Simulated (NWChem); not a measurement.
Basis-set dependence for Cl2Sn

```
Sn
Cl 1 2.4118
Cl 1 2.4118 2 100.13
```
Charge 0, spin multiplicity 1.

The numbers come from NWChem runs, not from measurements. The geometry was optimised at PBE/def2-SVP with def2 effective core potentials on Sn, a minimum by its harmonic frequencies.

Hartree-Fock energies in Ha, correlation energies in mHa.

Effective core potentials replace the inner electrons of Sn; spin-orbit coupling is left out. The correlated methods keep 14 core orbitals frozen. The structure started from a generated list of species.

```csv
basis,functions,RHF,MP2,SCS-MP2
def2-SVP,62,-1132.16951,-345.1,-333.6
def2-TZVP,124,-1132.49536,-668.4,-629.5
```

From def2-SVP to def2-TZVP the Hartree-Fock energy moves by -325.8 mHa and the MP2 correlation energy by -323.3 mHa, which is 48 % of its value in the larger set.
